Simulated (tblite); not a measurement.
Compound: C3H4F3OS (doublet state).
Geometry (GFN2-xTB, Å), atoms numbered from 1 in this order:
```
atom  x, y, z in Å
C1    -1.899   -0.288   -0.094
O2    -0.547   -0.450   -0.482
C3     0.361    0.185    0.333
S4     0.550   -0.595    1.975
C5     1.716    0.161   -0.386
F6     1.642    0.804   -1.557
F7     2.661    0.781    0.330
F8     2.148   -1.070   -0.636
H9    -2.484   -0.837   -0.828
H10   -2.181    0.769   -0.104
H11   -2.068   -0.703    0.904
H12    0.103    1.242    0.520
```

Computed with GFN2-xTB (tblite): harmonic, unscaled wavenumbers at the GFN2-xTB geometry, gas phase. The method is semi-empirical: single wavenumbers can be off by several per cent or more. One conformer, not necessarily the lowest. Open shells enter through the occupations alone, without spin polarisation, and single modes of such species can be off by tens of per cent.

Harmonic wavenumbers (cm⁻¹): 47.7, 88.7, 141.8, 165.3, 180.8, 277.2, 325.4, 348.3, 409.7, 481.3, 509.8, 626.5, 713.3, 850.7, 993.9, 1057.4, 1077.3, 1114.3, 1122.8, 1147.0, 1175.3, 1187.1, 1262.9, 1393.3, 1452.4, 1465.2, 2832.2, 2939.7, 2951.9, 3049.6.

A = 2256, B = 1451, C = 1068 MHz; mass 144.993 u (most abundant isotopes); point group C1, symmetry number 1; spin multiplicity 2.

**Question.** What is the zero-point energy?

**Answer.** Half the sum of the wavenumbers: 15694 cm⁻¹ = 187.75 kJ/mol.

**Question.** What is S at 273.15 K and 1 bar for an ideal gas of classical rigid rotors and harmonic oscillators?

**Answer.** Translation 169.10, rotation 119.87, vibration 91.70, spin (R ln 2) 5.76: S = 386.4 J/(mol K).

**Question.** And Cp and H(273.15 K) − H(0)?

**Answer.** Cp = 124.82 J/(mol K), of which vibrations give 91.56 (their classical limit is 30 R = 249.4); H(273.15 K) − H(0) = 22.38 kJ/mol without the zero-point energy, 13.30 from vibrations.

**Question.** How do the functions run with temperature in this model?

**Answer.** 
```
 T (K)  S (J/(mol K))  Cp (J/(mol K))  H − H(0) (kJ/mol)  G − H(0) (kJ/mol)  ln q(vib)
    50          248.5            51.0               2.01             -10.42       0.41
   100          290.5            71.9               5.10             -23.95       1.38
298.15          397.7           131.6              25.59             -92.98       5.71
373.15          429.3           150.7              36.18            -124.00       7.27
   500          477.3           177.5              57.07            -181.57       9.81
   750          556.5           212.2             106.20            -311.16      14.41
  1000          620.6           232.9             162.05            -458.55      18.51
```

q(vib) and H(0) count from the zero-point level.

**Question.** Blend soft modes into free rotors: weight 1/[1 + (100 cm⁻¹/ν̃)⁴] for the oscillator and the rest for a rotor with moment μB/(μ + B), μ = h/(8π²ν), B = 10⁻⁴⁴ kg m². What vibrational entropy results?

**Answer.** 85.06 J/(mol K) in place of 91.70, which changes −T·S at 273.15 K by +1.81 kJ/mol.

Hindered rotation and anharmonicity are outside this model. Other conformers, if any are populated, would add a mixing term that is left out. The structure is chiral; the term R ln 2 for an equal mix with its mirror image is left out.
